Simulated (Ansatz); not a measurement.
Ansatz (a program for electronic structure) input (B3LYP-D3(BJ)/def2-TZVP):

Ansatz 0.2 input:
```yaml
crystal:
  periodic: [false, false, false]
  atoms:
    - {symbol: Si, position_ang: [0.00510421, 0.00435377, 0.85536082]}
    - {symbol: Br, position_ang: [1.04707150, -1.56691927, -0.16935531]}
    - {symbol: Br, position_ang: [-1.04911318, 1.56517777, -0.17278902]}
basis:
  gaussian:
    orbitals: def2-TZVP
hamiltonian:
  xc: b3lyp
  dispersion: d3bj
total_charge: 1
magnetization: {spin_polarized: true, initial_magnetization: 1}
phonons: {temperatures: {t_min: 298.15, t_max: 298.15, t_step: 100}}
```

Output:

```
Functional definition: B3LYP
integrals: 0.09 GiB planned
924 factors; integrals over basis functions are off by at most 2.2e-4 eV
mean field: 1.17 GiB planned
mean field evaluation 1: about -147963.1546 eV, gradient 1.7e1 eV
mean field evaluation 2: about -147961.9412 eV, gradient 2.4e1 eV
mean field evaluation 4: about -147964.8668 eV, gradient 1.7e0 eV
mean field evaluation 8: about -147964.9578 eV, gradient 1.2e-1 eV
mean field evaluation 16: about -147964.9579 eV, gradient 1.5e-4 eV
mean field -147964.95788168 eV, -5437.6119079009 hartree, gradient 2.9e-5 eV, S^2 0.754617; 0 other end points of the search recorded, 0 dependent functions left out
the calculation of the forces begins
reference -147964.95809532 eV, -5437.6119157523 hartree; 42, 41 occupied and 91, 92 virtual orbitals, 924 factors
these checks for a lower state are left out or cut short: stability, starts, cluster_reference, orbital_swaps, neighbouring_geometries, increment
integrals: 0.09 GiB planned
924 factors; integrals over basis functions are off by at most 2.2e-4 eV
mean field: 1.17 GiB planned
mean field -147964.95784932 eV, -5437.6119067117 hartree, gradient 2.0e-6 eV, S^2 0.754626; 0 other end points of the search recorded, 0 dependent functions left out
the calculation of the forces begins
reference -147964.95806298 eV, -5437.6119145637 hartree; 42, 41 occupied and 91, 92 virtual orbitals, 924 factors
these checks for a lower state are left out or cut short: stability, starts, cluster_reference, orbital_swaps, neighbouring_geometries, increment
integrals: 0.09 GiB planned
924 factors; integrals over basis functions are off by at most 2.2e-4 eV
mean field: 1.17 GiB planned
mean field evaluation 32: about -147964.9578 eV, gradient 1.6e-6 eV
mean field -147964.95784190 eV, -5437.6119064393 hartree, gradient 2.0e-6 eV, S^2 0.754608; 0 other end points of the search recorded, 0 dependent functions left out
the calculation of the forces begins
reference -147964.95805553 eV, -5437.6119142899 hartree; 42, 41 occupied and 91, 92 virtual orbitals, 924 factors
these checks for a lower state are left out or cut short: stability, starts, cluster_reference, orbital_swaps, neighbouring_geometries, increment
integrals: 0.09 GiB planned
924 factors; integrals over basis functions are off by at most 2.2e-4 eV
mean field: 1.17 GiB planned
mean field -147964.95793471 eV, -5437.6119098499 hartree, gradient 1.7e-6 eV, S^2 0.754631; 0 other end points of the search recorded, 0 dependent functions left out
the calculation of the forces begins
reference -147964.95814840 eV, -5437.6119177027 hartree; 42, 41 occupied and 91, 92 virtual orbitals, 924 factors
these checks for a lower state are left out or cut short: stability, starts, cluster_reference, orbital_swaps, neighbouring_geometries, increment
integrals: 0.09 GiB planned
924 factors; integrals over basis functions are off by at most 2.2e-4 eV
mean field: 1.17 GiB planned
mean field -147964.95774522 eV, -5437.6119028861 hartree, gradient 3.3e-6 eV, S^2 0.754603; 0 other end points of the search recorded, 0 dependent functions left out
the calculation of the forces begins
reference -147964.95795882 eV, -5437.6119107360 hartree; 42, 41 occupied and 91, 92 virtual orbitals, 924 factors
these checks for a lower state are left out or cut short: stability, starts, cluster_reference, orbital_swaps, neighbouring_geometries, increment
integrals: 0.09 GiB planned
924 factors; integrals over basis functions are off by at most 2.2e-4 eV
mean field: 1.17 GiB planned
mean field -147964.95787291 eV, -5437.6119075789 hartree, gradient 1.5e-6 eV, S^2 0.754611; 0 other end points of the search recorded, 0 dependent functions left out
the calculation of the forces begins
reference -147964.95808655 eV, -5437.6119154298 hartree; 42, 41 occupied and 91, 92 virtual orbitals, 924 factors
these checks for a lower state are left out or cut short: stability, starts, cluster_reference, orbital_swaps, neighbouring_geometries, increment
integrals: 0.09 GiB planned
924 factors; integrals over basis functions are off by at most 2.2e-4 eV
mean field: 1.17 GiB planned
mean field -147964.95787720 eV, -5437.6119077364 hartree, gradient 1.8e-6 eV, S^2 0.754622; 0 other end points of the search recorded, 0 dependent functions left out
the calculation of the forces begins
reference -147964.95809086 eV, -5437.6119155881 hartree; 42, 41 occupied and 91, 92 virtual orbitals, 924 factors
Total energy: -147965.17007606 eV, -5437.6197059008 hartree
Atom 0 at     0.005104     0.004354     0.855361 Å, force    -0.000000    -0.000000    -0.000061 eV/Å
Atom 1 at     1.047071    -1.566919    -0.169355 Å, force    -0.000052     0.000078     0.000030 eV/Å
Atom 2 at    -1.049113     1.565178    -0.172789 Å, force     0.000053    -0.000078     0.000030 eV/Å
Dipole moment:     0.002309     0.001969     0.386923 e Å
Vibrations: 118.11 380.32 544.79 cm⁻¹, zero-point energy 0.064671 eV
```
